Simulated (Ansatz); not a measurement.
Relaxation of Cd7S7⁺, a nanocrystal cut from zinc blende CdS (bare) with UKS PBE-D4/def2-SVP.

```sh
$ ansatz run in.yaml --threads 2 --pin off --events-out ev --progress --plain --max-ram 32768MiB --backend cuda --devices 0, --max-vram 18GiB
```

```yaml
crystal:
  periodic: [false, false, false]
  atoms:
    - {symbol: Cd, position_ang: [-3.442881, 1.104609, 0.344540]}
    - {symbol: Cd, position_ang: [1.043468, -3.454644, 0.133019]}
    - {symbol: Cd, position_ang: [-1.839791, -1.800214, -0.918364]}
    - {symbol: Cd, position_ang: [0.815644, -0.810432, 1.926380]}
    - {symbol: Cd, position_ang: [1.806876, 1.835310, -0.914658]}
    - {symbol: Cd, position_ang: [-1.087439, 3.444787, 0.366368]}
    - {symbol: Cd, position_ang: [3.446938, -1.059691, 0.117365]}
    - {symbol: S, position_ang: [-4.018706, -0.814017, -0.920648]}
    - {symbol: S, position_ang: [-3.105518, 3.109001, 1.568208]}
    - {symbol: S, position_ang: [-0.595109, -3.865043, -1.440064]}
    - {symbol: S, position_ang: [2.597901, -2.599946, 1.869566]}
    - {symbol: S, position_ang: [0.847085, 4.024943, -0.872685]}
    - {symbol: S, position_ang: [3.850182, 0.568771, -1.468028]}
    - {symbol: S, position_ang: [-0.318670, 0.316566, 0.208992]}
basis:
  gaussian: {orbitals: def2-SVP}
total_charge: 1
magnetization: {spin_polarized: true, initial_magnetization: 1}
hamiltonian: {xc: pbe, dispersion: d4}
scf: {lower_state_search: "off"}
output: {orbitals: {seedname: orbitals}}
relax: {f_tol: 0.03, max_steps: 70}
```

Hardware: 2 threads of AMD EPYC 7R13 on a shared host and a share (18 GiB) of an NVIDIA H100 80GB HBM3. Wall time 50 s, peak host memory 1 GiB.

Positions (Å) and forces (eV/Å) at steps 1, 2, 3, 4, 5, 7, 8 of 8:

```xyz
14
step=1 energy=-107747.4374 eV
Cd   -3.443    1.105    0.345   -0.046   -0.170   -0.007
Cd    1.043   -3.455    0.133    0.132   -0.111    0.096
Cd   -1.840   -1.800   -0.918    0.384   -0.339   -0.137
Cd    0.816   -0.810    1.926    0.182   -0.184    0.131
Cd    1.807    1.835   -0.915    0.334   -0.388   -0.145
Cd   -1.087    3.445    0.366    0.170    0.046   -0.005
Cd    3.447   -1.060    0.117    0.110   -0.133    0.097
S    -4.019   -0.814   -0.921   -0.253    0.147    0.034
S    -3.106    3.109    1.568   -0.089    0.091    0.025
S    -0.595   -3.865   -1.440   -0.218    0.202   -0.024
S     2.598   -2.600    1.870   -0.161    0.163   -0.024
S     0.847    4.025   -0.873   -0.147    0.254    0.040
S     3.850    0.569   -1.468   -0.200    0.221   -0.023
S    -0.319    0.317    0.209   -0.196    0.201   -0.057
14
step=2 energy=-107747.4835 eV
Cd   -3.458    1.064    0.379    0.062   -0.023    0.002
Cd    1.047   -3.517    0.132    0.040    0.033    0.064
Cd   -1.812   -1.828   -0.960    0.041    0.022   -0.002
Cd    0.774   -0.769    1.929    0.051   -0.052   -0.159
Cd    1.834    1.808   -0.957   -0.021   -0.041   -0.002
Cd   -1.047    3.459    0.402    0.022   -0.063    0.001
Cd    3.509   -1.064    0.115   -0.034   -0.039    0.064
S    -4.023   -0.838   -0.911   -0.061    0.008    0.015
S    -3.101    3.104    1.561   -0.078    0.078    0.003
S    -0.605   -3.884   -1.452   -0.013    0.036   -0.014
S     2.547   -2.549    1.859   -0.035    0.035    0.009
S     0.871    4.029   -0.863   -0.007    0.061    0.016
S     3.869    0.578   -1.481   -0.036    0.014   -0.014
S    -0.406    0.406    0.246    0.070   -0.070    0.017
14
step=3 energy=-107747.4962 eV
Cd   -3.453    1.072    0.386    0.029    0.009    0.016
Cd    1.058   -3.518    0.149   -0.020   -0.032   -0.024
Cd   -1.809   -1.814   -0.964   -0.018    0.055    0.006
Cd    0.797   -0.793    1.875   -0.022    0.021   -0.090
Cd    1.821    1.806   -0.960   -0.054    0.019    0.007
Cd   -1.055    3.454    0.409   -0.009   -0.029    0.016
Cd    3.509   -1.074    0.133    0.032    0.021   -0.025
S    -4.030   -0.827   -0.903   -0.002   -0.019    0.013
S    -3.123    3.127    1.557   -0.017    0.017   -0.041
S    -0.597   -3.865   -1.441    0.030   -0.014   -0.003
S     2.562   -2.564    1.875   -0.003    0.003    0.054
S     0.860    4.036   -0.854    0.018    0.001    0.013
S     3.850    0.571   -1.469    0.014   -0.031   -0.004
S    -0.391    0.391    0.206    0.023   -0.022    0.061
14
step=4 energy=-107747.5082 eV
Cd   -3.491    1.103    0.373   -0.023   -0.011    0.003
Cd    1.102   -3.564    0.130    0.005   -0.006   -0.001
Cd   -1.757   -1.756   -0.928   -0.001   -0.021    0.015
Cd    0.844   -0.844    1.818    0.061   -0.060    0.119
Cd    1.765    1.757   -0.926    0.020    0.000    0.017
Cd   -1.086    3.494    0.394    0.013    0.022    0.003
Cd    3.553   -1.117    0.115    0.005   -0.005    0.000
S    -4.025   -0.871   -0.824    0.022    0.026    0.023
S    -3.225    3.231    1.421    0.014   -0.015   -0.044
S    -0.554   -3.810   -1.476   -0.010    0.030   -0.001
S     2.596   -2.599    1.873    0.030   -0.030   -0.005
S     0.902    4.030   -0.778   -0.026   -0.023    0.022
S     3.796    0.528   -1.503   -0.030    0.010   -0.001
S    -0.420    0.419    0.311   -0.080    0.083   -0.149
14
step=5 energy=-107747.5115 eV
Cd   -3.509    1.106    0.375    0.004    0.007   -0.008
Cd    1.111   -3.578    0.127    0.004    0.006   -0.001
Cd   -1.758   -1.761   -0.908    0.003   -0.008   -0.001
Cd    0.850   -0.849    1.797    0.023   -0.023    0.069
Cd    1.770    1.758   -0.906    0.007   -0.004   -0.001
Cd   -1.089    3.511    0.397   -0.006   -0.005   -0.008
Cd    3.567   -1.126    0.112   -0.005   -0.004   -0.001
S    -4.030   -0.882   -0.801    0.012    0.012    0.026
S    -3.246    3.252    1.387    0.017   -0.018   -0.032
S    -0.549   -3.805   -1.479   -0.012    0.015    0.003
S     2.603   -2.606    1.869    0.019   -0.018   -0.012
S     0.913    4.034   -0.755   -0.012   -0.010    0.025
S     3.790    0.523   -1.506   -0.015    0.012    0.003
S    -0.422    0.423    0.291   -0.038    0.039   -0.062
14
step=7 energy=-107747.5149 eV
Cd   -3.534    1.117    0.352    0.006   -0.009   -0.004
Cd    1.124   -3.576    0.099   -0.008    0.008   -0.002
Cd   -1.755   -1.762   -0.881    0.008   -0.004    0.013
Cd    0.863   -0.862    1.822   -0.014    0.014   -0.030
Cd    1.772    1.754   -0.878    0.004   -0.008    0.013
Cd   -1.099    3.534    0.374    0.010   -0.007   -0.004
Cd    3.567   -1.139    0.084   -0.008    0.009   -0.001
S    -4.044   -0.939   -0.700    0.008    0.020    0.008
S    -3.300    3.307    1.262    0.013   -0.013   -0.014
S    -0.541   -3.787   -1.502   -0.004   -0.001   -0.003
S     2.622   -2.624    1.845    0.004   -0.005    0.005
S     0.969    4.045   -0.654   -0.020   -0.008    0.008
S     3.773    0.516   -1.529    0.001    0.004   -0.003
S    -0.415    0.416    0.305    0.001   -0.001    0.016
14
step=8 energy=-107747.5152 eV
Cd   -3.531    1.115    0.352    0.000   -0.007   -0.004
Cd    1.120   -3.574    0.099    0.001   -0.004   -0.003
Cd   -1.753   -1.765   -0.873   -0.003   -0.002   -0.003
Cd    0.862   -0.860    1.811   -0.010    0.010   -0.009
Cd    1.775    1.752   -0.871    0.002    0.003   -0.003
Cd   -1.098    3.531    0.374    0.008    0.000   -0.004
Cd    3.565   -1.135    0.084    0.005   -0.001   -0.004
S    -4.042   -0.942   -0.697    0.004    0.015    0.009
S    -3.300    3.307    1.258    0.009   -0.009   -0.010
S    -0.544   -3.791   -1.504   -0.001    0.006    0.007
S     2.620   -2.622    1.844   -0.006    0.006   -0.003
S     0.972    4.043   -0.651   -0.015   -0.004    0.009
S     3.776    0.518   -1.530   -0.006    0.001    0.007
S    -0.422    0.422    0.304    0.012   -0.012    0.011
```

In the def2 sets Cd takes a core potential; there is no spin–orbit coupling.
